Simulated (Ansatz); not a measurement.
Cost and result for the atomization energy of CH5GeNO (`N=[C](O)[GeH3]`) (9 atoms, 8 bonds).

```xyz
9

N     0.5895    1.1214   -1.2159
C     0.3232    0.6228   -0.0874
O     0.6597    1.2858    1.0333
Ge   -0.5700   -1.0950    0.3123
H     0.2860    0.5265   -1.9795
H     1.0889    2.1091    0.7498
H    -0.9066   -1.7385   -1.0406
H     0.3791   -1.9955    1.1120
H    -1.8499   -0.8367    1.1161
```

Charge 0, multiplicity 1. Correlated methods include outer-core shells of Ge, which these sets cover unevenly. Scalar relativity is left out up to krypton. All single points use the PBE0-D4/def2-TZVP geometry. It is one conformer, not always the lowest. Program: Ansatz. All runs use 4 threads of an Arm Neoverse V1 on a shared host. Times are those of one run each, without the atoms' runs, and a repeat can differ threefold. Electronic energies, without spin–orbit coupling; frozen cores. CCSD(T)/CBS adds CCSD(T) − MP2 in def2-TZVPP to the MP2 limit, and its time is that of the two runs behind it. T1 = 0.014. With those shells the extrapolation isn't a true limit. B3LYP takes the VWN-RPA correlation (the form of Gaussian; ORCA's B3LYP/G).

CCSD(T)/CBS is a level of theory with its own doubt, some kJ/mol a heavy atom from the limit and from the frozen cores, so smaller differences don't rank the functionals.

| level | functions | wall time | atomization (kJ/mol) | difference from CCSD(T)/CBS | per bond |
| --- | --- | --- | --- | --- | --- |
| PBE-D4/def2-TZVPP (with forces) | 211 | 1.9 s | 3159.3 | 78.3 | 9.8 |
| PBE0-D4/def2-TZVPP | 211 | 2.3 s | 3068.0 | -13.0 | -1.6 |
| B3LYP-D4/def2-TZVPP (with forces) | 211 | 3.4 s | 3075.7 | -5.3 | -0.7 |
| r2SCAN-D4/def2-TZVPP (with forces) | 211 | 3.9 s | 3079.3 | -1.7 | -0.2 |
| B2PLYP/def2-TZVPP | 211 | 3.9 s | 3042.0 | -39.0 | -4.9 |
| ωB97X-V/def2-TZVPP | 211 | 6 s | 3093.5 | 12.5 | 1.6 |
| ωB97M-V/def2-TZVPP (with forces) | 211 | 8.5 s | 3078.0 | -3.0 | -0.4 |
| MP2/def2-QZVPP | 410 | 17 s | 3089.4 | 8.4 | 1.0 |
| CCSD(T)/def2-TZVPP | 211 | 96 s | 2996.0 | -85.0 | -10.6 |
| CCSD(T)/CBS(def2) | – | 110 s | 3081.0 | 0.0 | 0.0 |

In def2-TZVPP, CCSD(T) changes the Hartree–Fock value by +950.7 kJ/mol (the triples alone add +60.5 kJ/mol) and MP2 by +994.1 kJ/mol; breaking electron pairs costs correlation energy, which Hartree–Fock lacks. The D4 term adds +25.1 kJ/mol with B3LYP and +13.0 kJ/mol with PBE0; it sums over pairs of atoms, weighted by their polarisabilities, and B3LYP, whose exchange is more repulsive, gets the larger term. From PBE to PBE0 (25 % exact exchange), in def2-TZVPP and without D4, the atomization energy moves by −88.8 kJ/mol: exact exchange takes away binding that semilocal exchange gives to molecules.
